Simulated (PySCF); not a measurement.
# Ionisation energy of Se⁺ by level of theory

Se⁺ [Ar] 3d10 4s2 4p3 (4S) → Se²⁺ [Ar] 3d10 4s2 4p2 (3P), as a difference of total energies. Computed with PySCF 2.14 in cc-pVTZ-PP with ECP10MDF (5s4p3d1f, 39 functions), with scalar relativity through the core potential. Correlated levels: valence: 3s2 3p6 3d10 frozen. The calculations carry no spin-orbit coupling.

| method | ionisation energy (eV) |
| --- | --- |
| UHF | 20.840 |
| MN15 | 21.132 |
| B3LYP | 21.238 |
| MP2 (valence) | 21.345 |
| SCS-MP2 (valence) | 21.194 |

Estimate what CCSD (valence) gives.

21.310 eV, closest to MP2 (valence) among the rows shown.

Estimate what CCSD(T) (valence) gives.

21.338 eV, closest to MP2 (valence) among the rows shown.

The reference lies between the lowest fine-structure levels, while these numbers refer to the centres of the terms.

Errors of the correlated levels include the incompleteness of this basis and the frozen core.

For comparison: 21.196 ± 0.01 eV (measured; NIST Atomic Spectra Database, ionization energies).
